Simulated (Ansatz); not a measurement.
Consider the ligand exchange at the Si–F bond: `N[SiH](F)Br` + H₂Se → `N[SiH]([SeH])Br` + H–F.

Gas-phase electronic energies from Ansatz, PBE0-D4/def2-TZVP geometries. CBS: MP2 limit from def2 TZ/QZ plus the TZ coupled-cluster correction, frozen cores. This one scheme is used for every species. For Br, Se outer-core shells are correlated without core-valence functions, which leaves a few kJ/mol of doubt a bond. Scalar relativity is left out up to krypton. One conformer a species, not always the lowest.

`N[SiH](F)Br`:

```xyz
7

N    -0.589   -0.846   -0.325
Si    0.242    0.559    0.093
F    -0.206    1.208    1.479
Br    2.374    0.045    0.333
H    -0.349   -1.747    0.053
H    -1.521   -0.817   -0.704
H     0.048    1.599   -0.930
```

H₂Se:

Z-matrix (Å, degrees):
```
Se
H 1 1.467
H 1 1.467 2 91.2
```

`N[SiH]([SeH])Br`:

```xyz
8

N     0.953    0.771    0.787
Si   -0.119    0.164   -0.380
Se   -1.817   -0.764    0.800
Br    0.706   -1.384   -1.773
H     1.620    1.485    0.540
H     1.288    0.182    1.533
H    -0.510    1.288   -1.254
H    -2.121   -1.741   -0.252
```

H–F:

Z-matrix (Å, degrees):
```
F
H 1 0.920
```

```json
{"species": "`N[SiH](F)Br`", "CCSD/CBS(def2) energy (Eh)": "-3018.82294"}
{"species": "H₂Se", "CCSD/CBS(def2) energy (Eh)": "-2401.88824"}
{"species": "`N[SiH]([SeH])Br`", "CCSD/CBS(def2) energy (Eh)": "-5320.29054"}
{"species": "H–F", "CCSD/CBS(def2) energy (Eh)": "-100.38944"}
```

(1) Work out ΔE.

Largest T1 diagnostic among the species: 0.009.

Results:

(1) ΔE = (-5320.29054) + (-100.38944) − (-3018.82294) − (-2401.88824) = 0.03120 Eh = +81.9 kJ/mol. CCSD(T)/CBS gives +77.5 kJ/mol.

In def2-TZVPP, CCSD(T) changes the Hartree–Fock value by −24.9 kJ/mol (the triples alone add −4.5 kJ/mol) and MP2 by −32.5 kJ/mol. From BLYP to BHLYP (50 % exact exchange), in def2-TZVPP and without D4, ΔE moves by +4.9 kJ/mol. The D4 term adds −10.6 kJ/mol with B3LYP and −5.8 kJ/mol with PBE0; it sums over pairs of atoms, weighted by their polarisabilities, and B3LYP, whose exchange is more repulsive, gets the larger term.

B3LYP here is the variant with VWN-RPA as its local correlation; programs differ in this.
